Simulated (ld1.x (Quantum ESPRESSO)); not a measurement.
# An all-electron radial function and its pseudo partner (terbium (Tb))

Columns: radius, all-electron u(r) and pseudo u(r) of the 5d shell (level -2.55 eV) of terbium in the configuration [Kr] 4d10 4f8 5s2 5p6 5d1 6s2 6p0; BP86, scalar-relativistic, TM scheme, ld1.x (Quantum ESPRESSO) 7.5.

```tsv
r (bohr)	all-electron	pseudo
0.152	0.1625	0.0017
0.305	-0.1052	0.0137
0.458	-0.2570	0.0437
0.610	-0.1826	0.0952
0.762	-0.0132	0.1673
0.915	0.1654	0.2546
1.068	0.3171	0.3475
1.220	0.4324	0.4355
1.372	0.5143	0.5104
1.525	0.5684	0.5674
1.678	0.6002	0.6041
1.830	0.6151	0.6221
1.982	0.6177	0.6252
2.135	0.6116	0.6176
2.288	0.5993	0.6031
2.440	0.5830	0.5848
2.592	0.5640	0.5647
2.745	0.5434	0.5435
2.898	0.5218	0.5218
3.050	0.4999	0.4999
3.202	0.4779	0.4779
3.355	0.4560	0.4560
3.508	0.4343	0.4343
3.660	0.4132	0.4132
3.812	0.3926	0.3926
3.965	0.3725	0.3725
```

Task: How many radial nodes do the two functions have?

Result: The all-electron 5d function has n − l − 1 = 2; the pseudo-wave has 0, since the states of the same l below it are removed with the core.

Task: At about which radius was the pseudo-wave matched?

Result: 3.05 bohr. The columns agree to 0.0005 from 2.75 bohr on; several derivatives are matched, so the curves merge somewhat inside the radius.

Task: Is the pseudo-wave norm-conserving?

Result: Yes: the TM scheme keeps the norm inside the radius equal to the all-electron one, which fixes the energy derivative of the logarithmic derivative at the level.
